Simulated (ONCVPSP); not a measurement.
## sulfur: one change to an ONCV potential, before and after

- Element: S (Z = 16)
- Generator: ONCVPSP 4.0.1
- Type: optimised norm-conserving Vanderbilt (ONCV)
- Functional: LDA (Perdew-Wang 92)
- Relativity: scalar-relativistic
- Frozen core: [Ne]
- Valence charge: 6
- Reference configuration: 3s1 3p5
- Partial waves: 3s: rc 1.30 bohr, ncon 4, nbas 8, qcut 4.9 1/bohr, 1 projector; 3p: rc 1.55 bohr, ncon 4, nbas 8, qcut 4.9 1/bohr, 2 projectors, debl 2.8 Ha
- Local potential: polynomial inside 1.15 bohr (lpopt 5, dvloc0 -1 Ha)
- Core correction: none

Change: p: debl 0.3.

Cutoffs: the cutoffs (Ha) at which the residual kinetic energy of the hardest occupied pseudo-wave falls to 1 and 0.1 mHa per electron; they do not see the model core or the augmentation charge, which bear on the density cutoff. Errors are all-electron minus pseudo energies relative to the spin-unpolarised reference configuration.

How do hardness, ghosts and transferability respond?

The potential gets neither clearly harder nor softer (13 Ha and 44 Ha → 13 Ha and 44 Ha); the errors of the 4 common tests hardly move; neither file shows a bound ghost.

```csv
quantity,base,changed
"cutoff, loose",13 Ha,13 Ha
"cutoff, tight",44 Ha,44 Ha
bound ghosts,none,none
GHOST(+) flags under 300 eV,s at 45.9 eV,s at 45.9 eV
"error for 3s2 3p4, meV [ΔE -10.24 eV]",+3.2,+3.2
"error for 3s2 3p3, meV [ΔE 1.62 eV]",+2.1,+2.0
"error for 3s2 3p2, meV [ΔE 23.99 eV]",+22,+22
"error for 3s0 3p6, meV [ΔE 10.37 eV]",+2.4,+2.5
s: phases at 1.32 bohr within 0.05 rad from the reference energy up to (Ha; the scan ends near 5),0.7,0.7
p: phases at 1.57 bohr within 0.05 rad from the reference energy up to (Ha; the scan ends near 5),to the end of the scan,4.1
```
